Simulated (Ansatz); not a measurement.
Basis sets compared for Pb3Se2F2. Total charge 0; singlet. Geometry PBE-D4/def2-SVP. Ansatz on 4 threads of Intel Xeon Platinum 8259CL on a shared host; times are rough, and most runs start from earlier orbitals.

```csv
atom,x (Å),y (Å),z (Å)
Pb1,1.160,-0.890,-1.816
Pb2,0.609,1.222,0.884
Pb3,-2.074,-0.947,0.487
Se4,-1.068,0.833,-1.478
Se5,0.636,-1.700,0.851
F6,-1.528,0.708,1.888
F7,2.266,0.774,-0.816
```

In the def2 sets Pb takes a core potential; there is no spin–orbit coupling. The structure comes from a short search, and lower isomers may exist.

Binding counts from free atoms (Pb triplet, Se triplet, F doublet) in the same basis, without a counterpoise term.

```tsv
level	functions	energy (Eh)	HOMO (eV)	LUMO (eV)	binding per atom (eV)	wall time
PBE-D4/def2-SVP	170	-5580.2085	-5.60	-2.07	3.46	3.7 s
PBE-D4/def2-TZVP	308	-5581.0743	-5.69	-2.20	3.47	9 s
BLYP-D4/def2-TZVP	308	-5581.8879	-5.51	-2.14	3.38	9 s
PBE0-D4/def2-SVP	170	-5580.2502	-6.55	-1.46	3.23	9 s
PBE0-D4/def2-TZVP	308	-5581.1093	-6.60	-1.57	3.25	26 s
```

(1) Estimate the rows for PBE-D4/def2-TZVPD, BLYP-D4/def2-TZVPD, PBE0-D4/def2-TZVPD.

Results:

(1) 
```json
{"level": "PBE-D4/def2-TZVPD", "functions": "362", "energy (Eh)": "-5581.0782", "HOMO (eV)": "-5.71", "LUMO (eV)": "-2.24", "binding per atom (eV)": "3.47", "wall time": "13 s"}
{"level": "BLYP-D4/def2-TZVPD", "functions": "362", "energy (Eh)": "-5581.8918", "HOMO (eV)": "-5.54", "LUMO (eV)": "-2.19", "binding per atom (eV)": "3.38", "wall time": "15 s"}
{"level": "PBE0-D4/def2-TZVPD", "functions": "362", "energy (Eh)": "-5581.1130", "HOMO (eV)": "-6.61", "LUMO (eV)": "-1.61", "binding per atom (eV)": "3.25", "wall time": "31 s"}
```
